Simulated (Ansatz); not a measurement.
Harmonic frequencies (cm⁻¹) at PBE0-D4/def2-TZVP from Ansatz: 57, 72, 145, 258, 300, 344, 408, 606, 710, 777, 829, 850, 901, 944, 951, 955, 1031, 1057, 1190, 1214, 1330, 1421, 1454, 1716, 2282, 3047, 3101, 3152, 3163, 3245.

Each molecule was computed in one conformer, which needn't be the lowest.

Task: Which molecule is it?
A. `CC(C)O[SiH3]`
B. `N[Si](N)(N)N`
C. `C=CC[SiH](F)F`
D. `C=C[Si](F)(F)F`

Result: C.
